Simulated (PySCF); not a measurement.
## Electron correlation in Ge⁺ (germanium, charge +1)

Starting occupation: [Ar] 3d10 4s2 4p1, 4p1/2 with m_j = +1/2. Computed with PySCF 2.14 in x2c-TZVPall-2c with one added diffuse shell each of s, p, d type (7s8p5d1f, 63 functions), with X2C-1e with screened-nucleus spin-orbit coupling, Gaussian nucleus. Frozen: [Ne]; 21 electrons correlated.

MP2 pair energies summed by pair of shells (mhartree):

| pair | energy | share (%) |
| --- | --- | --- |
| 3d-3d | -109.60 | 34.5 |
| 3d-3p | -85.08 | 26.8 |
| 3p-3p | -23.44 | 7.4 |
| 4s-4s | -20.56 | 6.5 |
| 3d-3s | -19.54 | 6.2 |
| 3d-4s | -19.14 | 6.0 |
| 4p-4s | -14.97 | 4.7 |
| 3p-3s | -11.40 | 3.6 |
| 3d-4p | -6.33 | 2.0 |
| 3p-4s | -3.99 | 1.3 |
| 3s-3s | -1.49 | 0.5 |
| 3p-4p | -1.03 | 0.3 |
| 3s-4s | -0.49 | 0.2 |
| 3s-4p | -0.17 | 0.1 |

Total MP2 correlation energy: -317.25 mhartree.

The GHF reference relaxed away from the jj start to a determinant that is no pure jj level (⟨S²⟩ = 0.77, ⟨J²⟩ = 0.85); the energies belong to that determinant.

This basis was not built for core-valence correlation, so the inner-shell part is incomplete.
